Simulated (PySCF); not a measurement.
C3H9NSi, SMILES N([SiH3])(C=C)C. The structure is a stationary point at B3LYP-D3(BJ)/def2-SVP. One conformer was computed; it need not be the lowest.

Computed equilibrium geometry at B3LYP-D3(BJ)/def2-SVP (PySCF confirms it by a frequency run) as Cartesian coordinates in Å (one conformer of several):
```xyz
14

C      1.7304    -1.2345     0.4235
C      1.3117     0.0402     0.3285
N      0.0307     0.4880     0.0184
C     -0.2459     1.8969     0.2683
Si    -1.2240    -0.6394    -0.4822
H      1.0635    -2.0921     0.3004
H      2.7809    -1.4464     0.6250
H      2.0340     0.8506     0.4890
H     -1.2096     2.1813    -0.1768
H     -0.2896     2.1345     1.3477
H      0.5322     2.5353    -0.1862
H     -0.7329    -1.4743    -1.6140
H     -1.6477    -1.5602     0.6159
H     -2.3864     0.1908    -0.9003
```
